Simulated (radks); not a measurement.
Coulomb parameter of the 4f shell of the promethium ion Pm2+ in the model configuration [Xe] 4f3.5 6p1.5, as a second difference U = [E(n + 1) + E(n - 1) - 2 E(n)] / (1)^2 with all orbitals relaxed. "Bare": the charge of the atom changes with n. "Screened": the 6p shell takes up the change at fixed total charge, which measures U(4f,4f) + U(6p,6p) - 2 U(4f,6p). All-electron calculation, scalar-relativistic Kohn-Sham, PBE, spin-unpolarised, spherical densities, point nucleus. Program: a radial shooting solver on a logarithmic mesh with Libxc functionals.

\begin{tabular}{lrr}
case & configuration & E - E(n) (eV) \\ \hline
start & [Xe] 4f3.5 6p1.5 & 0.000 \\
bare +1 & [Xe] 4f4.5 6p1.5 & -21.413 \\
bare -1 & [Xe] 4f2.5 6p1.5 & 39.001 \\
screened +1 & [Xe] 4f4.5 6p0.5 & -12.620 \\
screened -1 & [Xe] 4f2.5 6p2.5 & 21.520 \\
\end{tabular}

U(bare) = 17.588 eV, U(screened by 6p) = 8.899 eV, against the Slater integral F0(4f,4f) = 27.790 eV with frozen orbitals.
